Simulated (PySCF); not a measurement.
## Spin-rotation constants: SMILES CN(C=O)/C=C\CC#N, C$_{6}$H$_{8}$N$_{2}$O

Geometry (Å), atoms numbered from 1 in this order:
```xyz
17

C    -0.8921    1.1788   -0.2712
N    -1.1824   -0.1506    0.2277
C    -2.4737   -0.4162    0.5685
O    -3.3871    0.3606    0.4557
C    -0.2085   -1.1148    0.4229
C     1.0783   -1.1464    0.0794
C     1.9126   -0.1230   -0.6496
C     2.3780    0.8804    0.2792
N     2.7212    1.6648    1.0364
H    -0.7512    1.1710   -1.3531
H    -1.7588    1.8011   -0.0460
H    -0.0149    1.5904    0.2247
H    -2.6061   -1.4396    0.9601
H    -0.5994   -1.9833    0.9397
H     1.6298   -2.0207    0.3926
H     2.7878   -0.6112   -1.0872
H     1.3595    0.3707   -1.4502
```

Method: GIAO KT3/pcSseg-1 magnetisability, rotational g tensor and spin-rotation constants, non-relativistic, gas phase in PySCF. Geometry: GFN2-xTB.

Give the nuclear spin-rotation constants along the inertial axes (H = +C I·J) beside the isotropic shieldings.

Rotational constants 3.5806, 0.8764, 0.7711 GHz. A star marks the isotopologue with that one atom substituted, in its own axes.
```tsv
atom	isotope	Caa (kHz)	Cbb (kHz)	Ccc (kHz)	mean (kHz)	σ (ppm)
N2	14N	0.341	0.111	0.060	0.171	98.7
N9	14N	0.664	0.099	0.116	0.293	-13.1
H10	1H	-0.352	-0.092	0.022	-0.141	29.0
H11	1H	-0.109	-0.008	-0.078	-0.065	27.1
H12	1H	0.005	-0.066	-0.066	-0.042	28.1
H13	1H	-0.202	0.029	-0.043	-0.072	23.5
H14	1H	-0.224	-0.002	-0.043	-0.090	25.7
H15	1H	-0.279	0.015	-0.065	-0.110	27.2
H16	1H	-0.092	-0.055	-0.072	-0.073	28.9
H17	1H	-0.276	-0.073	-0.005	-0.118	28.1
C1	13C*	0.666	0.133	0.115	0.304	155.2
C3	13C*	1.385	0.308	0.228	0.640	34.1
O4	17O*	-2.187	-0.383	-0.116	-0.895	-91.1
C5	13C*	1.087	0.329	0.196	0.537	57.4
C6	13C*	0.904	0.272	0.162	0.446	92.9
C7	13C*	0.537	0.125	0.109	0.257	166.2
C8	13C*	1.336	0.182	0.214	0.578	74.1
```
For the geometry as given, no vibrational averaging.
